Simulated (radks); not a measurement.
Results of a calculation; reference values are marked as such.
The arsenic anion As3-, [Kr], held by a Watson sphere: a shell of charge +3 at radius R that stands for the Madelung well of a crystal (potential energy -3/R inside, -3/r outside, in hartree with lengths in bohr). Level of theory: scalar-relativistic Kohn-Sham, LDA (Slater exchange, Perdew-Wang correlation), spin-polarised, spherical densities, point nucleus (a radial shooting solver on a logarithmic mesh with Libxc functionals). Response by self-consistent Sternheimer equations with the Hartree and adiabatic LDA kernel, the relativistic mass of each level held fixed and spin-orbit coupling left out. The sphere does not respond.

R (bohr)  e(3d) (eV)  e(4s) (eV)  e(4p) (eV)  <r> 4p (bohr)  sum of <r^2> (bohr^2)  X-ray form factor at sin(theta)/lambda = 0.3 1/angstrom  alpha (bohr^3)
2.68         -38.613     -15.310      -6.820          2.616                  67.15                                                   22.490           48.65
4.28         -37.265     -12.078      -4.213          3.246                  96.47                                                   22.640           150.1
4.6          -37.115     -11.735      -3.845          3.365                  103.0                                                   22.648           185.7
4.62         -37.107     -11.715      -3.824          3.372                  103.4                                                   22.648           188.2
4.66         -37.090     -11.678      -3.782          3.387                  104.2                                                   22.649           193.2
